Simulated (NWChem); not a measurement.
System: C$_{2}$H$_{3}$ClO$_{2}$Si; SMILES Cl[Si@@H]1CC(=O)O1

The following NWChem deck was run.

```
start job
memory heap 200 mb stack 900 mb global 1100 mb
geometry units angstroms noautoz
  O      0.427938     2.752229    -0.517734
  C      0.114328     1.651391    -0.160506
  C     -1.224534     0.880717    -0.262783
  Si    -0.264087    -0.466525     0.629781
  Cl     0.203050    -2.162069    -0.444203
  O      0.960812     0.758523     0.498949
  H     -1.526160     0.689918    -1.311264
  H     -2.051578     1.399069     0.261114
  H     -0.541368    -0.849483     2.042451
end
basis spherical
  O library 6-31g*
  C library 6-31g*
  Si library 6-31g*
  Cl library 6-31g*
  H library 6-31g*
end
dft
  xc xpbe96 cpbe96
  iterations 150
  mulliken
end
task dft energy
```

Structure relaxed at the PBE-D3(BJ)/def2-SVP level.

Q: Predict the main results of this run. (PBE/6-31G* (spherical d).) Quantities: energy (Ha); highest occupied level (eV); orbital gap (eV); dipole (D).

A: The energy (Ha) comes out as -977.61 and the highest occupied level (eV) comes out as -6.47. The orbital gap (eV) is 5.24 and the dipole (D) comes out as 3.38.
